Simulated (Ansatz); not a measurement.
C$_{2}$H$_{8}$FInS, relaxed with RKS PBE-D4/def2-SVP in the Gaussian-basis code of Ansatz from a rough embedded geometry. The force threshold is 0.03 eV/Å; the program also tests the step.

The species carries charge 0 and has multiplicity 1. In: def2 effective core potential. The bonds changed during the relaxation, so this is another structure than the one it started from.

Start:

```xyz
13

C    -1.692   -0.892   -0.559
In   -0.100   -0.012    0.683
C     0.399    1.925   -0.157
F    -0.644    0.270    2.512
S     1.838   -1.429    0.648
H    -1.342   -1.054   -1.538
H    -1.927   -1.908   -0.089
H    -2.554   -0.253   -0.481
H     0.310    2.689    0.564
H    -0.233    2.122   -1.064
H     1.476    1.895   -0.527
H     1.590   -2.562   -0.125
H     2.878   -0.791    0.133
```

Question: By how much does the energy fall, and how many steps does the optimiser take? (Estimate.)

Answer: The calculation gave: 184.48 kJ/mol, in 56 steps, 6 of them rejected.

Question: Which bonds change most? (Estimate.)

Answer: Computed: F4–H12 from 4.468 to 1.012 Å; In2–F4 from 1.928 to 2.427 Å; In2–S5 from 2.401 to 2.570 Å; C1–H6 from 1.053 to 1.108 Å.

Question: Give the relaxed structure. (An estimate is asked.)

Answer: Ansatz gave: 
```xyz
13

C    -1.573   -1.137   -0.879
In    0.005    0.160   -0.157
C     0.508    2.262   -0.032
F     0.130   -0.507    2.173
S     2.133   -1.226    0.243
H    -1.277   -1.551   -1.862
H    -1.705   -1.968   -0.160
H    -2.527   -0.587   -0.986
H     1.216    2.412    0.805
H    -0.397    2.878    0.129
H     0.996    2.568   -0.977
H     0.977   -0.913    1.796
H     1.513   -2.392   -0.093
```
